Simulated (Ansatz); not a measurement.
Isomers of C$_{2}$H$_{8}$AlFSi, relaxed with PBE0-D4/def2-TZVP in Ansatz; electronic energies, one conformer each and not always the lowest. Functionals use def2-TZVPP; CBS adds triple-zeta CCSD(T) − MP2 to the MP2 limit of def2-TZVPP and def2-QZVPP.

**Question.** Order them by energy at frozen-core CCSD(T)/CBS, lowest first. (An estimate is asked.)
A. `CC[SiH](F)[AlH2]`
B. `C[CH2][Al]([F])[SiH3]`
C. `C[Si](C)(F)[AlH2]`
D. `[CH3][Al]([F])[CH2][SiH3]`
E. `C[CH]([AlH2])[SiH2]F`

**Answer.** D (0.0 kcal/mol), B (16.4 kcal/mol), C (20.8 kcal/mol), E (26.5 kcal/mol), A (34.4 kcal/mol).

**Question.** How do B3LYP-D4, HF/CBS(def2), r2SCAN-D4, B3LYP place them (kcal/mol, against `[CH3][Al]([F])[CH2][SiH3]`)? (Estimate.)

**Answer.** Computed: 
| isomer | B3LYP-D4 | HF/CBS(def2) | r2SCAN-D4 | B3LYP |
| --- | --- | --- | --- | --- |
| `C[CH2][Al]([F])[SiH3]` | 15.5 | 16.1 | 16.6 | 15.2 |
| `C[Si](C)(F)[AlH2]` | 19.7 | 18.8 | 20.7 | 20.4 |
| `CC[SiH](F)[AlH2]` | 33.4 | 31.1 | 35.2 | 33.7 |
| `C[CH]([AlH2])[SiH2]F` | 27.0 | 27.0 | 27.2 | 28.6 |

B3LYP here is the variant with VWN-RPA as its local correlation; programs differ in this.
